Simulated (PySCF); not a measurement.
C2H6OSe.

```xyz
10

Se    -0.3126    -0.1793     0.5929
C     -1.1816     1.3789    -0.2061
H     -2.1319     1.5180     0.3320
H     -1.3895     1.2167    -1.2725
H     -0.5452     2.2626    -0.0649
O      1.2686    -0.0661    -0.3189
C      1.2834    -0.6846    -1.5905
H      0.5774    -0.2127    -2.2999
H      2.3052    -0.5596    -1.9848
H      1.0523    -1.7641    -1.5393
```
Charge 0, spin multiplicity 1.

Geometry optimised at B3LYP-D3(BJ)/def2-SVP. Other conformers were not sampled.

All values below come from PBE/pcSseg-1 in PySCF. Non-relativistic, no solvent.

Computed absolute GIAO shielding of each atom: isotropic value and principal components (ppm):
```json
[
 {"atom": "Se1", "σ(iso)": "214.3", "σ11": "-1564.0", "σ22": "346.9", "σ33": "1859.9", "span": "3424.0"},
 {"atom": "C2", "σ(iso)": "155.6", "σ11": "123.9", "σ22": "167.9", "σ33": "175.1", "span": "51.2"},
 {"atom": "H3", "σ(iso)": "29.5", "σ11": "25.5", "σ22": "25.9", "σ33": "37.2", "span": "11.6"},
 {"atom": "H4", "σ(iso)": "27.7", "σ11": "22.5", "σ22": "27.0", "σ33": "33.6", "span": "11.1"},
 {"atom": "H5", "σ(iso)": "28.3", "σ11": "23.8", "σ22": "26.4", "σ33": "34.9", "span": "11.1"},
 {"atom": "O6", "σ(iso)": "306.3", "σ11": "189.4", "σ22": "347.3", "σ33": "382.3", "span": "192.9"},
 {"atom": "C7", "σ(iso)": "112.9", "σ11": "69.3", "σ22": "92.4", "σ33": "177.1", "span": "107.8"},
 {"atom": "H8", "σ(iso)": "27.5", "σ11": "23.4", "σ22": "25.5", "σ33": "33.6", "span": "10.2"},
 {"atom": "H9", "σ(iso)": "27.2", "σ11": "23.1", "σ22": "24.4", "σ33": "34.2", "span": "11.1"},
 {"atom": "H10", "σ(iso)": "27.8", "σ11": "24.1", "σ22": "25.4", "σ33": "33.9", "span": "9.7"}
]
```
